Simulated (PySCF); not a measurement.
Species: C₂H₈N₂Si.
Atom-mapped SMILES: `[CH2:1]=[CH:2][SiH:3]([NH2:4])[NH2:5]` (hydrogens: H6, H7 on C1; H8 on C2; H9 on Si3; H10, H11 on N4; H12, H13 on N5)

Geometry (PBE0-D3(BJ)/def2-SVP, Å), atoms numbered from 1 in this order:
```
atom  x, y, z in Å
C1     1.8641   -0.8598    0.4178
C2     1.3164    0.0825   -0.3597
Si3   -0.5339    0.3449   -0.5181
N4    -1.2551   -1.1410   -0.0060
N5    -1.2349    1.5905    0.4572
H6     1.2395   -1.5491    0.9980
H7     2.9487   -0.9864    0.5166
H8     1.9927    0.7504   -0.9119
H9    -0.8086    0.8070   -1.9199
H10   -0.9024   -2.0277   -0.3463
H11   -2.2596   -1.1691    0.1279
H12   -1.0482    1.6136    1.4538
H13   -1.3145    2.5267    0.0785
```

Computed with TDDFT wB97X-D/def2-SVPD, vertical, gas phase, core orbitals frozen in the response (PySCF).

Ground-to-excited transition dipoles (e·a0, same axes as the geometry; the sign carries no meaning), for the states with f of 0.002 or more among the lowest 6:

```json
{"state": "S1", "E (hartree)": "0.2222", "μx": "-0.357", "μy": "0.077", "μz": "0.063"}
{"state": "S2", "E (hartree)": "0.2379", "μx": "0.375", "μy": "-0.366", "μz": "0.096"}
{"state": "S3", "E (hartree)": "0.2527", "μx": "0.424", "μy": "-0.258", "μz": "-0.126"}
{"state": "S4", "E (hartree)": "0.2552", "μx": "-0.761", "μy": "0.219", "μz": "-0.385"}
{"state": "S5", "E (hartree)": "0.2640", "μx": "0.464", "μy": "-0.755", "μz": "0.608"}
{"state": "S6", "E (hartree)": "0.2799", "μx": "-0.087", "μy": "0.366", "μz": "-0.033"}
```

(1) Work out the oscillator strengths.

(2) Which bond between heavy atoms lies closest to the direction of the S5 transition dipole?

(3) What angle do the transition dipoles of S3 and S5 make?

(4) How is the summed strength of these states shared among x, y and z?

(5) What peak molar absorption coefficient would the strongest computed level give as a lone Gaussian band 0.4 eV wide at half height?

## Answers

(1) f = (2/3) ΔE |μ|² with ΔE in hartree (27.2114 eV).

```
state  |μ|² (au)  |μ| (D)      f
   S1      0.137     0.94  0.020
   S2      0.284     1.35  0.045
   S3      0.262     1.30  0.044
   S4      0.776     2.24  0.132
   S5      1.156     2.73  0.203
   S6      0.142     0.96  0.027
```

(2) C1–C2, at 2° from it; next Si3–N4 at 54°.

(3) |cos θ| = |μa·μb| / (|μa| |μb|) = 0.57, so θ ≈ 55° (taken between 0 and 90°, since the signs are arbitrary).

(4) (2/3) Σ ΔE μα² gives 0.209 for x, 0.167 for y and 0.095 for z, 0.471 in all.

(5) ε(max) = 2.175×10⁸ f / FWHM, with the width in cm⁻¹. S5: 2.175×10⁸ × 0.2035 / 3226 ≈ 14000 L mol⁻¹ cm⁻¹.

Time: 19 s; peak memory 0.76 GiB. Hardware: Intel Xeon Platinum 8488C, one thread (shared host).

One conformer stands for the species.
